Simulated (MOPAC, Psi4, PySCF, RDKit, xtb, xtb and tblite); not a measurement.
Two geometries of SMILES C(CCl)B, relaxed at GFN2-xTB with one dihedral held; other torsions can differ between them too.

Structure A

```
10

B     -1.5245     0.1293    -0.1522
C     -0.1367    -0.0294     0.5655
C      1.0282     0.6813    -0.1025
Cl     2.5775     0.3082     0.7231
H     -1.5755     0.2706    -1.3108
H     -2.5077     0.0111     0.4660
H      0.0635    -1.1080     0.5613
H     -0.1672     0.2549     1.6192
H      0.9125     1.7633    -0.0542
H      1.1509     0.3706    -1.1393
```

Structure B

```
10

B     -1.5022     0.1384    -0.1240
C     -0.0811    -0.0863     0.5328
C      0.4134     1.2416     1.1023
Cl     2.0246     1.0554     1.8621
H     -1.5867     0.4358    -1.2502
H     -2.4676     0.0469     0.5272
H      0.6595    -0.4372    -0.1877
H     -0.1132    -0.8084     1.3504
H     -0.2512     1.6156     1.8803
H      0.5275     1.9935     0.3223
```

Q: Which is lower in energy at the level DF-MP2 (frozen core)/cc-pVTZ // GFN2-xTB (Psi4 1.11), and by how much?

A: A is lower, by 2.11 kcal/mol (dihedral H5–B1–C2–C3: 30° in A, 90° in B).

E(B) − E(A) in kcal/mol at the other levels, on the same two geometries: GFN2-xTB (xtb and tblite) 2.05; PBE0/def2-TZVP // GFN2-xTB (Psi4) 2.48; PBE0-D3(BJ)/def2-TZVP // GFN2-xTB (Psi4) 2.46; PBE/def2-TZVP // GFN2-xTB (Psi4) 2.53; PBE-D3(BJ)/def2-TZVP // GFN2-xTB (Psi4) 2.50; HF/cc-pVTZ // GFN2-xTB (Psi4) 2.25; UFF // GFN2-xTB (RDKit) -0.79; PM6, restricted, heats of formation // GFN2-xTB (MOPAC) 2.31; AM1, restricted, heats of formation // GFN2-xTB (MOPAC) 2.22; GFN1-xTB // GFN2-xTB (xtb) 1.01; restricted B3LYP/6-31G*, spherical d // GFN2-xTB (PySCF) 2.31; restricted Hartree-Fock/3-21G // GFN2-xTB (PySCF) 2.37; restricted Hartree-Fock/STO-3G // GFN2-xTB (PySCF) 1.52; restricted Hartree-Fock/6-31G*, spherical d // GFN2-xTB (PySCF) 2.15.
